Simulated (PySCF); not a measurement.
BrH3OSiTe, SMILES [SiH3]O[Te]Br.

Coordinates come from a PBE-D3(BJ)/def2-SVP optimisation. The structure was generated by enumeration, and PubChem lists no compound with its InChIKey, so it may never have been made. The def2 effective core potentials stand for the cores of Te; spin–orbit coupling is left out. The values are those of a single conformer.

Method: PBE-D3(BJ)/def2-SVP (PySCF).

Frequencies are harmonic and unscaled.

```
mode  ν (cm⁻¹)  IR (km/mol)  moving atoms (share of kinetic energy)
----  --------  -----------  --------------------------------------
1           45          0.5       Si 33 %, H 28 %, Br 21 %, Te 12 %
2           71          0.4                H 67 %, Si 13 %, Br 12 %
3          139          0.9        Si 36 %, O 28 %, H 23 %, Te 12 %
4          164          2.8          O 66 %, H 12 %, Br 9 %, Te 9 %
5          245         17.6                        Br 58 %, Te 41 %
6          483         19.3        O 59 %, Si 14 %, Te 13 %, H 13 %
7          678         35.4                          H 84 %, Si 9 %
8          689         41.9                 H 77 %, O 13 %, Si 10 %
9          833        332.9                         O 72 %, Si 27 %
10         897         59.3                                  H 96 %
11         911         97.0                                  H 96 %
12         940        187.4                                  H 93 %
13        2159         89.9                                  H 98 %
14        2173         80.4                                  H 96 %
15        2191        111.9                                  H 96 %
```
